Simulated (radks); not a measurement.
Values are calculated unless marked as measured or tabulated.
Ca, configuration [Ar] 4s2 (the NIST ground configuration). Code: a radial shooting solver on a logarithmic mesh with Libxc functionals. Model: Dirac Kohn-Sham, PBE, spin-unpolarised, spherical densities, point nucleus.

Spin-orbit splittings of the eigenvalues, e(l+1/2) - e(l-1/2), with zeta = 2 splitting/(2l+1) and mean radii in bohr:

| shell | occ. | splitting (eV) | zeta (eV) | <r> j=l-1/2 | <r> j=l+1/2 |
|---|---|---|---|---|---|
| 2p | 6 | 3.687 | 2.458 | 0.3261 | 0.3286 |
| 3p | 6 | ? | ? | 1.266 | 1.274 |

Estimate the 3p splitting.

Answer. 0.3837 eV (zeta = 0.2558 eV).
